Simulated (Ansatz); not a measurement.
An input meant for the cluster Ag3H4²⁻ (charge -2, doublet).

```yaml
crystal:
  periodic: [false, false, false]
  atoms:
    - {symbol: Ag, position_ang: [-2.191503, -1.508845, 0.850411]}
    - {symbol: Ag, position_ang: [2.173774, 1.550105, -0.823116]}
    - {symbol: Ag, position_ang: [0.038301, -0.084860, -0.055698]}
    - {symbol: H, position_ang: [0.579489, 0.958268, -1.319900]}
    - {symbol: H, position_ang: [3.659273, 2.205898, -0.547017]}
    - {symbol: H, position_ang: [-3.770504, -1.959769, 0.708429]}
    - {symbol: H, position_ang: [-0.488829, -1.160787, 1.186901]}
basis:
  gaussian: {orbitals: def2-SVP, nuclear_model: gaussian}
total_charge: -2
magnetization: {spin_polarized: true, initial_magnetization: 1}
hamiltonian: {xc: {name: wB97M-V}, dispersion: d4}
scf: {omitted_lower_state_checks: [starts]}
output: {forces: true}
```

```sh
$ ansatz run in.yaml --threads 4 --pin off --events-out ev --progress --plain --max-ram 3916MiB
```

Output, abridged:

```
Error: invalid value for `hamiltonian.dispersion`: no damping is tabulated for this functional; type it, or the functional that lends it
```

Q: What is wrong with this run?

A: The program holds no damping parameters for this pairing of functional and dispersion term, so they'd have to be typed (the functional holds VV10 already). The input was rejected before any iteration.
